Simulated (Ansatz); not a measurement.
Consider the cleavage of the Si–Ga bond: `[CH3][GaH][SiH3]` + `O[Si](O)(F)Cl` → `O[Si](F)(Cl)O[SiH3]` + `[CH3][GaH2]`.

Computed with Ansatz on PBE0-D4/def2-TZVP structures; ΔE is electronic, products minus reactants. CCSD(T)/CBS is the MP2 limit (def2-TZVPP, def2-QZVPP) plus CCSD(T) − MP2 in def2-TZVPP, frozen cores. This one scheme is used for every species. For Ga outer-core shells are correlated without core-valence functions, which leaves a few kJ/mol of doubt a bond. Scalar relativity is left out up to krypton. Each species was taken in one conformer, which may not be the lowest.

```json
{"level": "MP2/def2-QZVPP", "ΔE (kcal/mol)": "-21.8"}
{"level": "CCSD/CBS(def2)", "ΔE (kcal/mol)": "-20.9"}
```

(1) What does CCSD(T)/CBS give? (Estimate.)

Largest T1 diagnostic among the species: 0.012.

Answers

(1) Computed: -20.0 kcal/mol. The listed levels differ from it by -1.8, -0.9 kcal/mol.

In def2-TZVPP, CCSD(T) changes the Hartree–Fock value by +6.6 kcal/mol (the triples alone add +0.8 kcal/mol) and MP2 by +5.1 kcal/mol. From PBE to PBE0 (25 % exact exchange), in def2-TZVPP and without D4, ΔE moves by −2.2 kcal/mol.
